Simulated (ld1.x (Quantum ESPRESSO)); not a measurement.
# What one change does to a pseudopotential (cerium (Ce), RRKJ)

Ce (Z = 58), norm-conserving RRKJ (Kleinman–Bylander form), made with ld1.x (Quantum ESPRESSO) 7.5 (PBEsol, scalar-relativistic). Core [Kr] 4d10, reference 4f1 5s2 5p6 5d1 6s2 6p0. Waves: 5s (bound): rc 1.80 bohr; 5p (bound): rc 2.55 bohr; 5d (bound): rc 2.40 bohr; 4f (bound): rc 1.70 bohr. Local part: all-electron potential smoothed inside 1.50 bohr (lloc = -2). Core correction: none. rho0 = 0.005.

Occupied shells without a wave of their own: 6s. They enter only through the test configuration that unscreens the potential.

Change: wave 5s (bound): rc 1.80 bohr becomes 5s (bound): rc 1.70 bohr.

Cutoffs: the cutoffs (Ry, on a coarse ladder) from which the occupation-weighted sum of valence levels, in a spherical-Bessel basis at the reference potential, stays within 10 and 1 mRy of its value at 400 Ry; they do not see the model core or the augmentation charge, which bear on the density cutoff. Errors are all-electron minus pseudo energies relative to the spin-unpolarised reference configuration.

**Question.** What does the change do?

**Answer.** The potential gets neither clearly harder nor softer (70 Ry and 100 Ry → 70 Ry and 100 Ry); of the 7 tests that both files solve, the error grows in 0 and shrinks in 6 by more than 15 % and 0.3 meV (median size 175.5 → 133.9 meV); neither file shows a bound ghost. Less of the atom is replaced, so other configurations are described better.

```csv
quantity,base,changed
"cutoff, loose",70 Ry,70 Ry
"cutoff, tight",100 Ry,100 Ry
loose cutoff by channel (10 mRy a level),"s 40 Ry, p 10 Ry, d 10 Ry, f 70 Ry","s 45 Ry, p 10 Ry, d 10 Ry, f 70 Ry"
bound ghosts,none,none
"largest miss of a reference level, eV",0.13,0.11
"error for 4f1 5s2 5p6 5d1 6s1 6p0, meV [ΔE 6.10 eV]",-175,-146
"error for 4f1 5s2 5p6 5d1 6s0 6p0, meV [ΔE 17.14 eV]",-477,-395
"error for 4f1 5s2 5p6 5d0 6s0 6p0, meV [ΔE 36.28 eV]",-688,-568
"error for 4f1 5s2 5p6 5d1 6s0 6p2, meV [ΔE 5.05 eV]",-186,-134
"error for 4f1 5s2 5p6 5d2 6s1 6p0, meV [ΔE 0.91 eV]",-112,-94
"error for 4f1 5s1 5p6 5d1 6s2 6p0, meV [ΔE 45.77 eV]",+101,+86
"error for 4f1 5s2 5p6 5d1.5 6s1.5 6p0, meV [ΔE 0.40 eV]",-61,-51
s: phases at 2.74 bohr within 0.05 rad from the reference energy up to (Ry; the scan ends near 5),-0.1,-0.1
p: phases at 2.74 bohr within 0.05 rad from the reference energy up to (Ry; the scan ends near 5),0.6,0.6
d: phases at 2.74 bohr within 0.05 rad from the reference energy up to (Ry; the scan ends near 5),2.9,2.9
f: phases at 2.74 bohr within 0.05 rad from the reference energy up to (Ry; the scan ends near 5),1.1,1.1
```

Base: The 6s level has no wave, so the channel is fitted at the deeper level alone: the likely source of the large errors. Changed file: The 6s level has no wave, so the channel is fitted at the deeper level alone: the likely source of the large errors.
